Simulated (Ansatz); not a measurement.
Na₂O₂H₂⁻, that is (NaOH)2 ring with one electron more. Charge -1, multiplicity 2. Geometry r2SCAN-D4/def2-TZVP, that of the neutral singlet; atoms count from 1.

```csv
atom,x (Å),y (Å),z (Å)
Na1,-1.1072,0.6217,0.6238
O2,0.1798,-0.9388,1.2549
Na3,1.1071,-0.6219,-0.6238
O4,-0.1800,0.9387,-1.2550
H5,0.2894,-1.5081,2.0159
H6,-0.2891,1.5084,-2.0157
```

The highest occupied level of the charge -1 doublet lies above zero (up to 0.78 eV). Energy differences put its binding near zero (-0.01 eV; vertical, against the charge 0 singlet, at PBE0-D4/def2-TZVPD), which leaves it undecided.

Question: Estimate the Mulliken populations from the PBE0/def2-TZVPD orbitals of Ansatz.

Answer: 
| atom | charge (e) | spin (α − β) |
| --- | --- | --- |
| Na1 | 0.64 | 0.36 |
| O2 | -1.30 | 0.18 |
| Na3 | 0.64 | 0.36 |
| O4 | -1.30 | 0.18 |
| H5 | 0.15 | -0.04 |
| H6 | 0.15 | -0.04 |
Mulliken values depend strongly on the basis. With diffuse functions, as here, like atoms can get unlike values, and bond orders can come out too low or too high.

Question: Where does the spin sit?

Answer: Summed by element: Na 0.72, O 0.35, H -0.07, of 1 unpaired in all. Largest on single atoms: Na3 0.36, Na1 0.36, O2 0.18.
